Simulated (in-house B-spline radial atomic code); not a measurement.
Response of F VI (F5+) as one setting changes: the share of exact exchange in a PBE hybrid. A dash marks a strongly mixed or unbound state. Computed with an all-electron radial atomic-structure program (B-spline basis): linear response of the closed shell [He] 2s2 with the functional's adiabatic kernel; non-relativistic, point nucleus, no spin-orbit coupling, no double excitations, S, P, D and F terms only.

```csv
share of exact exchange in a PBE hybrid,lowest 1P (eV),"lowest 3P, Tamm-Dancoff (eV)",minus highest occupied level (eV),α (bohr³)
0,2s → 2p 21.517,2s → 2p 10.651,144.01,0.742
0.1,2s → 2p 21.456,2s → 2p 10.573,145.14,0.7462
0.2,2s → 2p 21.396,2s → 2p 10.495,146.27,0.7504
0.3,2s → 2p 21.336,2s → 2p 10.418,147.40,0.7547
0.4,2s → 2p 21.276,2s → 2p 10.341,148.52,0.759
0.5,2s → 2p 21.217,2s → 2p 10.264,149.65,0.7634
0.6,?,?,?,?
0.7,?,?,?,?
0.8,2s → 2p 21.038,2s → 2p 10.035,153.03,0.7768
0.9,2s → 2p 20.979,2s → 2p 9.960,154.15,0.7814
1,2s → 2p 20.920,2s → 2p 9.884,155.28,0.786
```

Problem. What belongs in the row for 0.6?

Solution. lowest 1P (eV): 2s → 2p 21.157; lowest 3P, Tamm-Dancoff (eV): 2s → 2p 10.188; minus highest occupied level (eV): 150.78; α (bohr³): 0.7678.

Problem. What belongs in the row for 0.7?

Solution. lowest 1P (eV): 2s → 2p 21.098; lowest 3P, Tamm-Dancoff (eV): 2s → 2p 10.111; minus highest occupied level (eV): 151.90; α (bohr³): 0.7723.
